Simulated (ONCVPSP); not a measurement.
# Varying the ONCV potential for niobium (Nb)

Base potential:

Nb, optimised norm-conserving Vanderbilt (ONCV), made with ONCVPSP 4.0.1 (PBE, scalar-relativistic). Core [Ar] 3d10, reference 4s2 4p6 4d4 5s1. Waves: 4s+5s: rc 1.80 bohr, ncon 4, nbas 7, qcut 5 1/bohr, 2 projectors; 4p: rc 1.50 bohr, ncon 4, nbas 8, qcut 8.4 1/bohr, 2 projectors, debl 3.1 Ha; 4d: rc 2.15 bohr, ncon 4, nbas 9, qcut 8.5 1/bohr, 2 projectors, debl 3.6 Ha. Local part: polynomial inside 1.30 bohr (lpopt 5, dvloc0 6 Ha). Core correction: none.

All-electron outer shells of the reference configuration (PBE, scalar-relativistic, ld1.x):

| shell | level (eV) | outermost node (bohr) | outermost maximum (bohr) |
| --- | --- | --- | --- |
| 3d | -196.29 | – | 0.33 |
| 4s | -58.39 | 0.53 | 1.04 |
| 4p | -34.52 | 0.54 | 1.12 |
| 5s | -3.98 | 1.41 | 3.08 |
| 4d | -3.04 | 0.55 | 1.49 |

Cutoffs, loose and tight: the cutoffs (Ha) at which the residual kinetic energy of the hardest occupied pseudo-wave falls to 1 and 0.1 mHa per electron. They do not see the model core or the augmentation charge, which bear on the density cutoff. Test errors are all-electron minus pseudo excitation energies from the reference, over the configurations 4s2 4p6 4d4 5s0; 4s2 4p6 4d3 5s0; 4s2 4p6 4d2 5s0; 4s2 4p5 4d4 5s1. A dash means not determined; rows that change the core or the reference have their own tests. The largest error is taken over the tests solved by every variant that gives reliable tests at all: 4s2 4p5 4d4 5s1; 4s2 4p6 4d3 5s0; 4s2 4p6 4d4 5s0.

| change | outcome | cutoff, loose | cutoff, tight | bound ghosts | GHOST(+) flags above zero | largest test error (meV) |
| --- | --- | --- | --- | --- | --- | --- |
| base | generated | 25 Ha | 35 Ha | none | s | -19 |
| p: nproj 1 | generated | 25 Ha | 35 Ha | none | s | -16 |
| local potential polynomial inside 1.30 bohr (lpopt 5, dvloc0 7.5 Ha) | generated | 25 Ha | 35 Ha | none | none | -18 |
| s: qcut 5.8; p: qcut 9.7; d: qcut 9.8 | generated | 29 Ha | 35 Ha | none | s | -18 |
| d: debl 0.55 | generated | 25 Ha | 35 Ha | none | s | -19 |
